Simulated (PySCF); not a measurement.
C5H3FO2.
Bonds: O1–C2 (double), C2–C3, C3–C4 (double), C4–F5, C4–C6, C6–C7 (double), C7–O8, C2–O8. Hydrogens: H9 on C3; H10 on C6; H11 on C7.

Jobs on this species (11 atoms, 58 electrons) with PySCF (density fitting). Hardware of each: an Arm Neoverse V2 with one thread, shared host. Times come from a shared host and carry two figures at best. Peak memory is the resident size of the whole Python process, interpreter and libraries included.

```csv
level and settings,work,basis functions,SCF cycles,wall time,peak memory
"B97-D/def2-SVP, IEF-PCM dimethylsulfoxide","shieldings, ring-centre shieldings, charges and field gradients",127,?,?,?
PBE0/pcSseg-1,"shieldings, ring-centre shieldings",151,16,10 s,0.77 GiB
PBE0/pcSseg-1,"spin–spin couplings from 9 perturbed nuclei, spin–dipole term for 1 of them",151,16,15 s,0.76 GiB
```

Question: Fill in the missing figures.

Answer: 
- B97-D/def2-SVP, IEF-PCM dimethylsulfoxide; shieldings, ring-centre shieldings, charges and field gradients: 9.3 s, 0.63 GiB, 18 SCF cycles

Question: What do all jobs in the table cost together?

Answer: About 34 s; the longest takes about 44 % of that, and about 1.6 times as long as the shortest.
